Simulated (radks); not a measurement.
Question: Species: Tl II. Configuration: [Hg]. Method: Dirac Kohn-Sham, LDA (Slater exchange, Perdew-Wang correlation), spin-unpolarised, spherical densities, point nucleus; computed with a radial shooting solver on a logarithmic mesh with Libxc functionals. Some entries of the table are withheld. Estimate them.

| orbital | occ. | eigenvalue (hartree) | <r> (bohr) |
|---|---|---|---|
| 1s1/2 | 2 | -3139.507 | 0.01632 |
| 2s1/2 | 2 | -558.7816 | 0.06809 |
| 2p1/2 | 2 | (1) | (2) |
| 2p3/2 | 4 | (3) | (4) |
| 3s1/2 | 2 | -133.5527 | 0.1771 |
| 3p1/2 | 2 | -123.4867 | 0.1675 |
| 3p3/2 | 4 | -106.6287 | 0.1836 |
| 3d3/2 | 4 | -89.98978 | 0.1595 |
| 3d5/2 | 6 | -86.38750 | 0.1644 |
| 4s1/2 | 2 | -29.98908 | 0.3917 |
| 4p1/2 | 2 | (5) | 0.3932 |
| 4p3/2 | 4 | (6) | 0.4278 |
| 4d3/2 | 4 | -14.47058 | 0.4336 |
| 4d5/2 | 6 | -13.70427 | 0.4448 |
| 5s1/2 | 2 | -5.08338 | 0.8768 |
| 4f5/2 | 6 | -4.55663 | 0.4646 |
| 4f7/2 | 8 | -4.38747 | 0.4711 |
| 5p1/2 | 2 | -3.62373 | 0.9405 |
| 5p3/2 | 4 | -2.87244 | 1.036 |
| 5d3/2 | 4 | -0.89410 | 1.354 |
| 5d5/2 | 6 | -0.81234 | 1.409 |
| 6s1/2 | 2 | -0.61319 | 2.378 |

Answer: 
(1) 2p1/2 eigenvalue (hartree): -536.4742
(2) 2p1/2 <r> (bohr): 0.05591
(3) 2p3/2 eigenvalue (hartree): -460.6302
(4) 2p3/2 <r> (bohr): 0.06470
(5) 4p1/2 eigenvalue (hartree): -25.65621
(6) 4p3/2 eigenvalue (hartree): -21.54819
